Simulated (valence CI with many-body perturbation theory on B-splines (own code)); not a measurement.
Energy levels of Xe XXIII

Calculated by relativistic CI+MBPT: four valence electrons over a frozen Dirac-Fock core [Ar] 3d10, radial functions for each j: 11 s, 11 p, 10 d, 8 f, 5 g, 2 h, with the one-electron correlation potential Σ1, the two-electron term Σ2, the three-electron term Σ3, Breit, model QED; selected CI, second order for the rest, scaled by the run's own slope (own B-spline code, finite nucleus).

No measured levels were compared; by estimate levels hold to about 250 cm⁻¹ or 0.2 % of their energy and the worst to 1 %, as in measured heavy ions of charge 2 to 7; those with d or f electrons hold less well. Among the levels kept, up to 470 cm⁻¹ of a level comes from second order outside the variational space, and about a tenth of that is noise between levels of different J, which matters for small intervals.

Levels 46 to 90 of 186, with energies above the lowest level, 4s2.4p2 3P_0. "Leading %" is the weight of the configuration and term that name the level; weights of strongly mixed levels are sums over their largest components and can fall short. Lifetimes count E1, E2, E3, M1 and M2 decay at the calculated energies, and are blank where another channel may lead or the interval is too uncertain; long ones can be off by a factor of two.

| No. | Configuration | Term | J | E (cm⁻¹) | Leading % | Lifetime | g | Second component |
| --- | --- | --- | --- | --- | --- | --- | --- | --- |
| 46 | 4s.4p2.4d | 5P | 2 | 1378300 | 62 | 3.84 ps | 1.665 | 18 % 4s.4p2.4d 3P |
| 47 | 4s.4p2.4d | 5P | 1 | 1383300 | 69 | 3.55 ps | 2.247 | 15 % 4s.4p2.4d 3P |
| 48 | 4s.4p2.4d | 3G | 3 | 1390100 | 63 | 30.9 ps | 0.844 | 22 % 4s.4p2.4d 1F |
| 49 | 4s.4p2.4d | 3F | 2 | 1391600 | 38 | 6.76 ps | 1.099 | 28 % 4s.4p2.4d 3P |
| 50 | 4s.4p2.4d | 3P | 1 | 1392600 | 29 | 5.88 ps | 0.984 | 20 % 4s.4p2.4d 3D |
| 51 | 4p4 | 1S | 0 | 1409600 | 36 | 18.7 ps |  | 28 % 4s.4p2.4d 3P |
| 52 | 4s.4p2.4d | 3G | 4 | 1412900 | 26 | 21.4 ps | 1.187 | 21 % 4s.4p2.4d 1G |
| 53 | 4s.4p2.4d | 3G | 4 | 1429100 | 42 | 38.3 ps | 1.112 | 22 % 4s.4p2.4d 3F |
| 54 | 4s.4p2.4d | 3D | 1 | 1437000 | 73 | 5.69 ps | 0.711 | 9 % 4s.4p2.4d 3P |
| 55 | 4s.4p2.4d | 3D | 3 | 1437300 | 46 | 9.46 ps | 1.185 | 16 % 4s.4p2.4d 1F |
| 56 | 4s.4p2.4d | 3D | 3 | 1444400 | 43 | 4.32 ps | 1.186 | 21 % 4s.4p2.4d 3F |
| 57 | 4s.4p2.4d | 3D | 1 | 1454400 | 66 | 9.13 ps | 0.720 | 12 % 4s.4p2.4d 1P |
| 58 | 4s.4p2.4d | 3P | 0 | 1464400 | 66 | 5.04 ps |  | 13 % 4s.4p2.4d 1S |
| 59 | 4s.4p2.4d | 3F | 2 | 1468400 | 43 | 4.19 ps | 0.930 | 29 % 4s.4p2.4d 3D |
| 60 | 4s.4p2.4d | 3P | 0 | 1470700 | 75 | 4.28 ps |  | 11 % 4p4 3P |
| 61 | 4s.4p2.4d | 3F | 4 | 1474000 | 45 | 25.6 ps | 1.224 | 26 % 4s.4p2.4d 1G |
| 62 | 4s.4p2.4d | 3F | 2 | 1477000 | 40 | 4.57 ps | 0.947 | 12 % 4s.4p2.4d 3D |
| 63 | 4s.4p2.4d | 3F | 3 | 1477900 | 42 | 6.21 ps | 1.100 | 20 % 4s.4p2.4d 1F |
| 64 | 4s.4p2.4d | 3D | 1 | 1481000 | 46 | 3.52 ps | 1.018 | 25 % 4s.4p2.4d 3P |
| 65 | 4s.4p2.4d | 3G | 5 | 1483900 | 69 | 76.2 ps | 1.253 | 27 % 4s.4p2.4d 5F |
| 66 | 4s.4p2.4d | 3P | 1 | 1484000 | 43 | 4.76 ps | 1.445 | 29 % 4s.4p2.4d 3S |
| 67 | 4s.4p2.4d | 3D | 2 | 1487000 | 62 | 4.52 ps | 1.151 | 7 % 4s.4p2.4d 1D |
| 68 | 4s.4p2.4d | 3D | 2 | 1490000 | 61 | 4.07 ps | 1.258 | 14 % 4s.4p2.4d 3P |
| 69 | 4s.4p2.4d | 3D | 3 | 1505800 | 45 | 3.23 ps | 1.295 | 24 % 4s.4p2.4d 3F |
| 70 | 4s.4p2.4d | 3P | 2 | 1518800 | 39 | 3.33 ps | 1.308 | 17 % 4s.4p2.4d 1D |
| 71 | 4s.4p2.4d | 3P | 1 | 1520000 | 33 | 3.97 ps | 1.425 | 29 % 4s.4p2.4d 1P |
| 72 | 4s.4p2.4d | 3F | 4 | 1541600 | 71 | 2.99 ps | 1.207 | 9 % 4s.4p2.4d 1G |
| 73 | 4s.4p2.4d | 3D | 3 | 1563000 | 47 | 10.4 ps | 1.182 | 15 % 4s.4p2.4d 1F |
| 74 | 4s.4p2.4d | 3P | 0 | 1568800 | 46 | 2.95 ps |  | 36 % 4s.4p2.4d 1S |
| 75 | 4s.4p2.4d | 3S | 1 | 1569800 | 40 | 5.38 ps | 1.571 | 27 % 4s.4p2.4d 1P |
| 76 | 4s.4p2.4d | 3F | 4 | 1581000 | 61 | 14.7 ps | 1.197 | 9 % 4s.4p2.4d 1G |
| 77 | 4s.4p2.4d | 3P | 2 | 1585400 | 24 | 4.08 ps | 1.215 | 21 % 4s.4p2.4d 1D |
| 78 | 4s.4p2.4d | 3D | 3 | 1589300 | 48 | 5.28 ps | 1.202 | 26 % 4s.4p2.4d 3F |
| 79 | 4s.4p2.4d | 3D | 1 | 1597000 | 46 | 2.81 ps | 0.811 | 33 % 4s.4p2.4d 1P |
| 80 | 4s.4p2.4d | 3D | 2 | 1602800 | 42 | 3.22 ps | 1.113 | 11 % 4s.4p2.4d 3P |
| 81 | 4s.4p2.4d | 3D | 3 | 1603000 | 63 | 5.32 ps | 1.257 | 9 % 4s.4p2.4d 3F |
| 82 | 4s.4p2.4d | 3D | 1 | 1606700 | 63 | 3.26 ps | 0.744 | 14 % 4s.4p2.4d 3P |
| 83 | 4s.4p2.4d | 3D | 2 | 1623400 | 33 | 2.95 ps | 1.172 | 22 % 4s.4p2.4d 3P |
| 84 | 4s.4p2.4d | 1D | 2 | 1629500 | 64 | 10.3 ps | 1.039 | 12 % 4s.4p2.4d 3D |
| 85 | 4s2.4p.4f | 1F | 3 | 1632800 | 26 | 3.48 ps | 1.031 | 21 % 4s2.4p.4f 3G |
| 86 | 4s2.4p.4f | 3G | 4 | 1653700 | 34 | 7.48 ps | 1.089 | 24 % 4s2.4p.4f 1G |
| 87 | 4s2.4p.4f | 3G | 3 | 1657100 | 32 | 4.06 ps | 1.006 | 28 % 4s2.4p.4f 3F |
| 88 | 4s2.4p.4f | 3F | 2 | 1660900 | 41 | 4.25 ps | 0.831 | 19 % 4s2.4d2 3F |
| 89 | 4s.4p2.4d | 3P | 1 | 1676400 | 49 | 2.44 ps | 1.251 | 39 % 4s.4p2.4d 1P |
| 90 | 4s.4p2.4d | 3P | 0 | 1677400 | 53 | 2.15 ps |  | 18 % 4s.4p2.4d 1S |

Names give the largest LS component (configuration and term), which can be under half, so a name can repeat, a term be missing and a line seem to break the LS rules; names also repeat where a configuration has a term twice.

Where two levels of one J and parity lie close, their mixing, g and order are uncertain.
